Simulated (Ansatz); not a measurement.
One change: `C=C(Cl)[SiH2][SiH3]` becomes `C=CCl`.

Ansatz, PBE0-D4/def2-TZVP geometries, multiplicity 1. Each molecule was computed in one conformer, which needn't be the lowest.

```csv
property,`C=C(Cl)[SiH2][SiH3]`
HOMO energy (PBE/def2-TZVPP) / eV,-6.46
LUMO energy (ωB97M-V/def2-TZVPP) / eV,1.19
LUMO energy (PBE/def2-TZVPP) / eV,-1.79
HOMO energy (ωB97M-V/def2-TZVPP) / eV,-9.72
LUMO energy (B3LYP/def2-TZVPP) / eV,-1.04
HOMO energy (PBE0/def2-TZVPP) / eV,-7.58
```

(1) Give the same properties after the change, and the shifts. (Estimate.)

Results:

(1) Computed: 
```json
{"property": "HOMO energy (PBE/def2-TZVPP) / eV", "`C=CCl`": "-6.39", "shift": "0.07"}
{"property": "LUMO energy (ωB97M-V/def2-TZVPP) / eV", "`C=CCl`": "1.89", "shift": "0.70"}
{"property": "LUMO energy (PBE/def2-TZVPP) / eV", "`C=CCl`": "-1.27", "shift": "0.52"}
{"property": "HOMO energy (ωB97M-V/def2-TZVPP) / eV", "`C=CCl`": "-9.77", "shift": "-0.05"}
{"property": "LUMO energy (B3LYP/def2-TZVPP) / eV", "`C=CCl`": "-0.50", "shift": "0.54"}
{"property": "HOMO energy (PBE0/def2-TZVPP) / eV", "`C=CCl`": "-7.57", "shift": "0.01"}
```

B3LYP here is the variant with VWN-RPA as its local correlation; programs differ in this.
